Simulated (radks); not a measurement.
Values are calculated unless marked as measured or tabulated.
Cd4+, configuration [Kr] 4d8 (the NIST ground configuration).

Code: a radial shooting solver on a logarithmic mesh with Libxc functionals. Model: non-relativistic Kohn-Sham, BLYP, spin-unpolarised, spherical densities, point nucleus; relativity is left out, which matters for an element this heavy.

Energy parts (Ry):
total: -10926.54563
kinetic: 10922.65493
electron-nucleus: -25836.27519
Hartree: 4286.18625
exchange-correlation: -299.11162

Orbitals (lengths in bohr, moments of r in powers of bohr; <r^-3> diverges for s and p1/2):
orbital  occ.  eigenvalue (Ry)  <r^-3>
1s          2        -1889.517       -
2s          2        -278.0188       -
2p          6        -259.4840    3557
3s          2        -54.85352       -
3p          6        -47.32418   633.3
3d         10        -33.38437   99.60
4s          2        -11.08931       -
4p          6         -8.64516   111.4
4d          8         -4.63355   12.15
5s          0         -3.16610       -
5p          0         -2.56978   16.33

The highest occupied level is 4d at -63.043 eV. The electron density at the nucleus is 7.768e+04 e/bohr^3. The density falls to 0.001 e/bohr^3 at r = 2.85 bohr.
